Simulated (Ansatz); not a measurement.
C4H3F3O2, SMILES `O=C(/C=C/O)C(F)(F)F`, relaxed with RKS PBE0-D4/def2-TZVP in Ansatz from a PBE-D4/def2-SVP geometry. The force threshold is 0.005 eV/Å; the program also tests the step.

The species carries charge 0 and has multiplicity 1.

Start:

```xyz
12

O    -0.590    1.507   -1.136
C    -0.192    0.403   -0.789
C     0.049   -0.038    0.585
C    -0.181    0.827    1.613
O    -0.016    0.592    2.917
C     0.113   -0.679   -1.867
F     1.421   -1.035   -1.811
F    -0.621   -1.796   -1.633
F    -0.157   -0.242   -3.099
H     0.411   -1.062    0.769
H    -0.544    1.848    1.407
H     0.308   -0.324    3.045
```

| step | energy (eV) | largest force (eV/Å) | largest move (Å) |
| --- | --- | --- | --- |
| 1 | -16431.0854 | 1.198 | 0.000 |
| 2 | -16431.1508 | 0.294 | 0.022 |
| 3 | -16431.1568 | 0.025 | 0.010 |
| 4 | -16431.1569 | 0.019 | 0.003 |
| 5 | -16431.1569 | 0.008 | 0.002 |
| 6 | -16431.1570 | 0.002 | 0.008 |
| 7 | -16431.1570 | 0.007 | 0.012 |
| 8 | -16431.1570 | 0.004 | 0.004 |

End:

```xyz
12

O    -0.601    1.481   -1.127
C    -0.196    0.401   -0.779
C     0.050   -0.034    0.584
C    -0.180    0.819    1.594
O    -0.009    0.584    2.887
C     0.112   -0.672   -1.853
F     1.399   -1.043   -1.781
F    -0.631   -1.768   -1.639
F    -0.129   -0.235   -3.073
H     0.415   -1.040    0.761
H    -0.545    1.822    1.399
H     0.315   -0.314    3.027
```

Run time 32 s (2 threads of an AMD EPYC 7R13 on a shared host and a share of an NVIDIA H100 80 GB); peak host memory 0.92 GiB.
